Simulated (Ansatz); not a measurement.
Computed with Ansatz on PBE0-D4/def2-TZVP structures; ΔE is electronic, products minus reactants. CCSD(T)/CBS is the MP2 limit (def2-TZVPP, def2-QZVPP) plus CCSD(T) − MP2 in def2-TZVPP, frozen cores. def2 core potentials past Kr. For Br, Mo outer-core shells are correlated without core-valence functions, which leaves a few kJ/mol of doubt a bond. Scalar relativity is left out up to krypton. Each species was taken in one conformer, which may not be the lowest.

Reaction (redistribution): `N[Si](O)(Cl)Br` + `[NH2][Mo](=[O])([F])=[S]` → `N[Si](F)(Cl)Br` + `[NH2][Mo](=[O])([OH])=[S]`

| species | CCSD(T)/CBS(def2) energy (Eh) |
| --- | --- |
| `N[Si](O)(Cl)Br` | -3454.05781 |
| `[NH2][Mo](=[O])([F])=[S]` | -696.93442 |
| `N[Si](F)(Cl)Br` | -3478.08790 |
| `[NH2][Mo](=[O])([OH])=[S]` | -672.90809 |

Task: Work out ΔE.

Result: ΔE = (-3478.08790) + (-672.90809) − (-3454.05781) − (-696.93442) = -0.00376 Eh = -9.9 kJ/mol.

Largest T1 diagnostic among the species: 0.025, so the coupled-cluster value is less sure than usual.

From BLYP to BHLYP (50 % exact exchange), in def2-TZVPP and without D4, ΔE moves by −5.1 kJ/mol. Leaving LDA and LC-ωPBE aside and taking each functional with its dispersion term where it has one, the values, not all of them listed here, spread over 7.4 kJ/mol, from BHLYP-D4 to revPBE-D4. LDA lies −3.4 kJ/mol from PBE without D4.
